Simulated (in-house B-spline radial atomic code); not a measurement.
A run on an ion of nuclear charge 66 with 66.3 electrons that did not converge. Method: scalar-relativistic (X2C) OLYP, spin-polarised, spherical fractional occupations, Fermi nucleus of rms radius 5.2218 fm; computed with a B-spline radial code for spherical atoms.

Command:
```bash
python run_scf.py task.json out
```
Settings (nuclear radius in fm, mass in u):
```
Z                66
configuration    [Xe] 4f10.3 6s2
hamiltonian      x2c
method           optx,lyp
spin_polarised   True
nucleus          fermi
rms_radius       5.2218
atomic_mass      163.92918
speed_of_light   137.035999084
```

First and last ten iterations of the last attempt (damped for 15 steps, keeping 80 % of the old Fock matrix, then DIIS):
```
 iter        energy (Eh)    residual
    1      -12106.073466    7.87e-01
    2      -12109.555622    1.45e+00
    3      -12135.094367    9.17e-01
    4      -12148.898360    5.56e-01
    5      -12155.752862    3.49e-01
    6      -12158.844973    2.21e-01
    7      -12160.120602    1.43e-01
    8      -12160.626339    8.95e-02
    9      -12160.839655    5.87e-02
   10      -12160.942924    4.31e-02
  111      -12161.059661    1.19e-02
  112      -12156.133431    2.03e-01
  113      -12156.151836    2.03e-01
  114      -12156.145390    2.03e-01
  115      -12156.158939    2.03e-01
  116      -12156.166728    2.03e-01
  117      -12156.188063    2.03e-01
  118      -12156.194472    2.03e-01
  119      -12156.196267    2.03e-01
  120      -12156.143271    2.03e-01
 not converged after 120 iterations
```

The smallest residual met was 9.3e-03; the threshold is about 7e-07. No energy from this run should be used. The likely cause: this method binds the added charge weakly or not at all at the basis-set limit, so charge moves back and forth between the atom and the box. Time taken, with all properties: 3.1 s on 1 thread of Intel(R) Xeon(R) Platinum 8488C, on a shared host.
